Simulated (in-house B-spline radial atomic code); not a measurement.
RPA and G0W0 for Ar VII (Ar6+), [Ne] 3s2, as one setting changes: the highest l of the empty states. Start: Hartree-Fock. A dash marks a level of low quasi-particle weight. Computed with an all-electron radial atomic-structure program (B-spline basis): all electrons, non-relativistic, point nucleus, each spin shell either full or empty, empty states to the listed l with an (l + 1/2)⁻⁴ tail; G0W0 by contour deformation at full frequency.

```csv
highest l of the empty states,RPA summed (Eh),RPA extrapolated (Eh),G0W0 level (eV)
3,-0.6233,-0.68819,3s -124.13
4,-0.65926,-0.69782,3s -124.12
5,?,?,?
6,-0.68043,-0.69214,3s -124.12
7,-0.68406,-0.69149,3s -124.12
8,-0.68617,-0.69115,3s -124.12
9,?,?,?
10,-0.68829,-0.69081,3s -124.12
11,-0.68885,-0.69072,3s -124.12
```

(1) What belongs in the row for 9?

(2) What belongs in the row for 5?

## Answers

(1) RPA summed (Eh): -0.68746; RPA extrapolated (Eh): -0.69095; G0W0 level (eV): 3s -124.12.

(2) RPA summed (Eh): -0.67361; RPA extrapolated (Eh): -0.69361; G0W0 level (eV): 3s -124.12.
